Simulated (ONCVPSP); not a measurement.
**An all-electron radial function and its pseudo partner (Cu)**

Columns: radius, all-electron u(r) and pseudo u(r) of the 3p shell (level -76.09 eV) of copper in the configuration [Ne] 3s2 3p6 3d10 4s0.5; PBEsol, scalar-relativistic, ONCV scheme, ONCVPSP 4.0.1.

| r (bohr) | all-electron | pseudo |
| --- | --- | --- |
| 0.050 | -0.3312 | 0.0227 |
| 0.100 | -0.6219 | 0.0887 |
| 0.150 | -0.6164 | 0.1924 |
| 0.200 | -0.3939 | 0.3251 |
| 0.250 | -0.0697 | 0.4763 |
| 0.300 | 0.2704 | 0.6343 |
| 0.350 | 0.5766 | 0.7877 |
| 0.400 | 0.8251 | 0.9264 |
| 0.450 | 1.0113 | 1.0429 |
| 0.500 | 1.1364 | 1.1314 |
| 0.550 | 1.2096 | 1.1901 |
| 0.600 | 1.2405 | 1.2193 |
| 0.650 | 1.2376 | 1.2208 |
| 0.700 | 1.2102 | 1.1992 |
| 0.750 | 1.1651 | 1.1592 |
| 0.800 | 1.1082 | 1.1057 |
| 0.850 | 1.0439 | 1.0432 |
| 0.900 | 0.9758 | 0.9757 |
| 0.950 | 0.9063 | 0.9063 |
| 1.000 | 0.8375 | 0.8375 |
| 1.050 | 0.7705 | 0.7705 |
| 1.100 | 0.7063 | 0.7063 |
| 1.150 | 0.6454 | 0.6454 |
| 1.200 | 0.5883 | 0.5883 |
| 1.250 | 0.5350 | 0.5350 |
| 1.300 | 0.4856 | 0.4856 |

**Question.** How many radial nodes do the two functions have?

**Answer.** The all-electron 3p function has n − l − 1 = 1; the pseudo-wave has 0, since the states of the same l below it are removed with the core.

**Question.** At about which radius was the pseudo-wave matched?

**Answer.** 0.95 bohr, where the columns begin to agree (steps of 0.05 bohr).

**Question.** Is the pseudo-wave norm-conserving?

**Answer.** Yes: the ONCV scheme keeps the norm inside the radius equal to the all-electron one, which fixes the energy derivative of the logarithmic derivative at the level.
